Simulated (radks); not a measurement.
Results of a calculation; reference values are marked as such.
Species: Bi+. Configuration: [Hg] 6p2. Level of theory: Dirac Kohn-Sham, PBEsol, spin-unpolarised, spherical densities, finite nucleus; open shells fill j = l - 1/2 first; Fermi nuclear charge, rms radius 5.5211 fm (a radial shooting solver on a logarithmic mesh with Libxc functionals).

Spin-orbit splittings of the eigenvalues, e(l+1/2) - e(l-1/2), with zeta = 2 splitting/(2l+1) and mean radii in bohr:

shell,occ.,splitting (eV),zeta (eV),<r> j=l-1/2,<r> j=l+1/2
2p,6,2318,1545,0.05389,0.06294
3p,6,519.0,346.0,0.1616,0.1780
3d,10,110.1,44.03,0.1545,0.1595
4p,6,128.0,85.33,0.3778,0.4126
4d,10,23.90,9.558,0.4162,0.4273
4f,14,5.492,1.569,0.4381,0.4442
5p,6,24.73,16.49,0.8852,0.9752
5d,10,3.004,1.202,1.211,1.254
6p,2,2.266,1.511,2.588,2.917
